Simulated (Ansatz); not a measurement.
A single point on C3H9NSi, SMILES `CC([SiH3])C=N`.

```yaml
crystal:
  periodic: [false, false, false]
  atoms:
    - {symbol: C, position_ang: [-0.659975, -0.654223, 1.313078]}
    - {symbol: C, position_ang: [-0.222541, -0.298688, -0.108428]}
    - {symbol: Si, position_ang: [1.653610, -0.032499, -0.188292]}
    - {symbol: C, position_ang: [-0.897027, 0.935726, -0.613576]}
    - {symbol: N, position_ang: [-1.356525, 1.168532, -1.768566]}
    - {symbol: H, position_ang: [-0.444862, 0.163025, 2.007175]}
    - {symbol: H, position_ang: [-0.140377, -1.541950, 1.679306]}
    - {symbol: H, position_ang: [-1.734228, -0.851153, 1.357663]}
    - {symbol: H, position_ang: [-0.443826, -1.126907, -0.792858]}
    - {symbol: H, position_ang: [2.022325, 1.154040, 0.629077]}
    - {symbol: H, position_ang: [2.340295, -1.230916, 0.364743]}
    - {symbol: H, position_ang: [2.082850, 0.183013, -1.593689]}
    - {symbol: H, position_ang: [-0.978188, 1.746223, 0.121193]}
    - {symbol: H, position_ang: [-1.234232, 0.356475, -2.378228]}
basis:
  gaussian: {orbitals: def2-QZVPP}
correlation: {method: mp2}
```

```sh
$ ansatz run in.yaml --threads 4 --pin off --events-out ev --progress --plain --max-ram 10444MiB
```

It prints (some lines left out):

```
Functional definition: HF
3359 factors; integrals over basis functions are off by at most 8.0e-4 eV
mean field evaluation 1: about -12574.9113 eV, gradient 4.0e1 eV
mean field evaluation 2: about -12575.0584 eV, gradient 4.0e1 eV
mean field evaluation 4: about -12579.6556 eV, gradient 4.6e0 eV
mean field evaluation 8: about -12579.7441 eV, gradient 3.9e-1 eV
mean field -12579.74591206 eV, -462.2971354103 hartree, gradient 6.5e-6 eV, S^2 0.000000; 0 other end points of the search recorded, 0 dependent functions left out
9 core orbitals not correlated: weight in the atoms' cores, before any rotation towards them, 1.000 or more for the frozen orbitals, at most 0.000 for the correlated occupied ones
reference -12579.74591206 eV, -462.2971354103 hartree; 15, 15 occupied and 544, 544 virtual orbitals, 3359 factors
second order -24.44940889 eV of doubles, -0.00000000 eV of singles
Total energy: -12604.19532095 eV, -463.1956346146 hartree
```

It took 34 s on 4 threads of an Arm Neoverse V1 on a shared host, with 4.7 GiB of host memory at the peak.
